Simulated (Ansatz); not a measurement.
C8H11F3N2O2⁻, that is 1-ethyl-3-methylimidazolium trifluoroacetate with one electron more. Total charge -1; doublet. Geometry PBE0-D4/def2-SVP, that of the neutral singlet.

```xyz
26

C     2.933    1.102   -1.111
C     2.268   -0.187   -0.670
N     1.517   -0.032    0.572
C     2.020    0.068    1.850
C     0.947    0.222    2.677
N    -0.178    0.215    1.883
C    -1.560    0.336    2.321
C     0.187    0.064    0.609
H     3.478    0.935   -2.051
H     3.653    1.469   -0.363
H     2.183    1.886   -1.289
H     1.541   -0.532   -1.421
H     3.004   -0.991   -0.518
H     3.083    0.013    2.069
H     0.894    0.327    3.758
H    -2.204    0.097    1.454
H    -1.750    1.358    2.677
H    -1.746   -0.378    3.135
H    -0.467   -0.014   -0.327
O    -2.860   -0.504   -0.339
C    -2.314   -0.565   -1.444
O    -1.128   -0.304   -1.757
C    -3.180   -1.034   -2.640
F    -3.185   -0.118   -3.616
F    -2.690   -2.168   -3.160
F    -4.446   -1.264   -2.301
```

At PBE-D4/def2-SVP, PBE0-D4/def2-SVP the highest occupied level of the charge -1 doublet lies above zero (up to 3.70 eV). By energy differences it is unbound by 1.09 eV (vertical, against the charge 0 singlet, at PBE-D4/def2-SVP) and held by the finite basis. At PBE-D4/def2-SVP the gap within one spin of the charge -1 doublet nearly closes, so an electron or hole may be smeared out by delocalisation error.

Problem. Estimate the α-spin orbital energies around the gap (eV) in Ansatz with PBE-D4/def2-SVP, PBE0-D4/def2-SVP.

Solution. 
```
orbital  PBE-D4/def2-SVP  PBE0-D4/def2-SVP
 HOMO−5            -2.76             -4.04
 HOMO−4            -1.83             -3.00
 HOMO−3            -1.48             -2.89
 HOMO−2            -0.92             -2.68
 HOMO−1            -0.85             -2.43
   HOMO             3.70              2.94
   LUMO             3.67              4.70
 LUMO+1             4.24              4.99
 LUMO+2             4.39              5.42
 LUMO+3             4.60              5.59
 LUMO+4             5.02              5.93
 LUMO+5             5.42              6.33
 β HOMO            -0.81             -2.22
 β LUMO             3.87              4.80
```
